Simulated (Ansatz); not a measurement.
Mulliken charges of CH5BOSi, SMILES `CB1O[SiH2]1` from r2SCAN/def2-TZVPP in Ansatz (PBE0-D4/def2-TZVP geometry).

```
atom   x (Å)   y (Å)   z (Å)  charge (e)
  C1  -0.540   0.926  -1.228      -0.216
  B2   0.066   0.056  -0.104       0.172
  O3   1.315  -0.352   0.185      -0.290
 Si4   0.309  -1.042   1.439       0.249
  H5   0.220   1.281  -1.929       0.069
  H6  -1.059   1.789  -0.800       0.075
  H7  -1.295   0.359  -1.779       0.075
  H8   0.370  -2.524   1.420      -0.067
  H9   0.701  -0.540   2.779      -0.067
```

Q: By hand: the dipole of these point charges (1 e Å = 4.8032 D).

A: Σ q r = (-0.410, 0.107, -0.056) e Å, of length 0.427 e Å = 2.05 D.

Q: How does the dipole of the full density compare? (Best estimate.)

A: Computed: (-0.237, 0.064, -0.035) e Å, 1.19 D; the point charges give 1.72 times that, at 1° from its direction.

Point charges leave out the atoms' own dipoles, such as those of lone pairs, and Mulliken's split depends on the basis, so the two needn't agree.
